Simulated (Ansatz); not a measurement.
The first iterations of a band of Cl3H4HfNS (10 atoms, charge 0, multiplicity 1).

The calculation used RKS PBE/def2-SVP (Ansatz 0.2.0).

| Property | Result |
| --- | --- |
| movable images | 8 |
| climbing image | no |
| spring | 5.0 eV/Å² |
| optimiser | quadratic models (default) |
| start path | through a guess of the saddle point |
| force threshold | 0.05 eV/Å |
| iteration limit | 60 |
| end points | relaxed |

Initial state:

```xyz
10
Properties=species:S:1:pos:R:3
Hf 0.045 -0.079 0.231
N -0.276 0.205 2.200
H -1.160 0.007 2.685
H 0.314 0.782 2.814
Cl 2.349 0.367 -0.253
Cl -0.886 1.853 -0.782
Cl -1.531 -1.682 -0.596
S 1.367 -2.657 0.661
H 0.499 -3.281 1.506
H 2.244 -2.359 1.661
```

Final state:

```xyz
10
Properties=species:S:1:pos:R:3
Hf 0.338 -0.562 0.052
N -0.218 -0.214 2.397
H -0.744 -1.001 2.805
H -0.806 0.624 2.513
Cl 1.058 -1.160 -2.122
Cl 1.245 1.626 0.284
Cl -2.027 -0.708 -0.156
S 1.482 -2.407 1.239
H 2.026 -2.970 0.125
H 0.613 -0.073 2.991
```

| iteration | highest image above the first end (eV) | largest band force component (eV/Å) |
| --- | --- | --- |
| 1 | 10.530 | 51.627 |
| 2 | 1.002 | 12.388 |
| 3 | 0.534 | 7.244 |
| 4 | 0.484 | 2.340 |
| 5 | 0.358 | 1.955 |
| 6 | 0.283 | 0.991 |
| 7 | 0.279 | 1.201 |

Question: Does the band converge within its limit, and where does its top end?

Answer: It converged. It ended after 23 iterations with the highest image 0.091 eV above the first end. Beside the main top the profile has a ripple of under 15 meV (maxima at images 1, 3, 8), which may be a very shallow well or noise. No image climbed, so the highest image needn't sit at the top of the path. The orbitals stay closed-shell, which can raise the energy where a bond breaks towards radicals; this wasn't checked here.

Time of the run: 6.8 min on 4 threads of Arm Neoverse V2, on a shared host, peak memory 0.24 GiB.
